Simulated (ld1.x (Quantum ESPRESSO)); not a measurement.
## Which change was made? (As, TM)

* Element: As (Z = 33)
* Generator: ld1.x (Quantum ESPRESSO) 7.5
* Type: norm-conserving Troullier–Martins (Kleinman–Bylander form)
* Functional: PBE
* Relativity: scalar-relativistic
* Frozen core: [Ar] 3d10
* Valence charge: 5
* Reference configuration: 4s2 4p1 (charge +2)
* Partial waves: 4p (bound): rc 1.60 bohr; 4s (bound): rc 1.30 bohr
* Local potential: the s channel
* Core correction: Bessel-smoothed model core, default radius (core density twice the valence density)

Cutoffs, loose and tight: the cutoffs (Ry, on a coarse ladder) from which the occupation-weighted sum of valence levels, in a spherical-Bessel basis at the reference potential, stays within 10 and 1 mRy of its value at 400 Ry. They do not see the model core or the augmentation charge, which bear on the density cutoff. Test errors are all-electron minus pseudo excitation energies from the reference, over the configurations 4s2 4p3; 4s2 4p2; 4s2 4p0; 4s1 4p0; 4s2 4p3.3; 4s2 4p2.5; 4s0 4p5; variants that change the core or the reference have their own tests.

The base gives: outcome: generated; cutoff, loose: 50 Ry; cutoff, tight: 120 Ry; bound ghosts: p; largest test error (meV): -188.

On the changes marked as counting shells twice: ld1.x takes every shell without a wave as core, so the model core holds the marked electrons as well and exchange and correlation see them twice. This cancels in the reference configuration, but the file is broken for other ones, and its errors say nothing about a proper core correction.

**Question.** After one change the result is: outcome: generated; cutoff, loose: 45 Ry; cutoff, tight: 110 Ry; bound ghosts: s, d; largest test error (meV): -217. Which change was it?
A. local potential all-electron potential smoothed inside 1.05 bohr (lloc = -1)
B. type ultrasoft; waves now 4s (bound): rcut 1.15, rcutus 1.30 bohr; 4s channel at 1 Ry: rcut 1.15, rcutus 1.30 bohr; 4p (bound): rcut 1.40, rcutus 1.60 bohr; 4p channel at -1.3 Ry: rcut 1.40, rcutus 1.60 bohr; local potential all-electron potential smoothed inside 1.35 bohr (lloc = -1); augmentation PSQ, radius 1.25 bohr
C. wave 4p (bound): rc 1.60 bohr becomes 4p (bound): rc 1.26 bohr
D. wave 4s (bound): rc 1.30 bohr becomes 4s (bound): rc 1.76 bohr
E. core [Ne], valence charge 23; reference 3s2 3p6 3d10 4s2 4p3; waves now 3p (bound): rc 0.85 bohr; 3d (bound): rc 1.05 bohr; 3s (bound): rc 0.70 bohr; core correction a·sin(br)/r model core, default radius (core density twice the valence density) (4p, 4s counted twice)

**Answer.** A. The others give: core [Ne], valence charge 23; reference 3s2 3p6 3d10 4s2 4p3; waves now 3p (bound): rc 0.85 bohr; 3d (bound): rc 1.05 bohr; 3s (bound): rc 0.70 bohr; core correction a·sin(br)/r model core, default radius (core density twice the valence density) (4p, 4s counted twice) → outcome: generated, misses its reference levels by 0.39 eV; cutoff, loose: over 300 Ry; cutoff, tight: over 300 Ry; bound ghosts: none; largest test error (meV): -1954 | wave 4p (bound): rc 1.60 bohr becomes 4p (bound): rc 1.26 bohr → outcome: generated; cutoff, loose: 80 Ry; cutoff, tight: 160 Ry; bound ghosts: p; largest test error (meV): -205 | type ultrasoft; waves now 4s (bound): rcut 1.15, rcutus 1.30 bohr; 4s channel at 1 Ry: rcut 1.15, rcutus 1.30 bohr; 4p (bound): rcut 1.40, rcutus 1.60 bohr; 4p channel at -1.3 Ry: rcut 1.40, rcutus 1.60 bohr; local potential all-electron potential smoothed inside 1.35 bohr (lloc = -1); augmentation PSQ, radius 1.25 bohr → outcome: failed: chargeps: negative rho | wave 4s (bound): rc 1.30 bohr becomes 4s (bound): rc 1.76 bohr → outcome: generated; cutoff, loose: 35 Ry; cutoff, tight: 50 Ry; bound ghosts: none; largest test error (meV): -191.
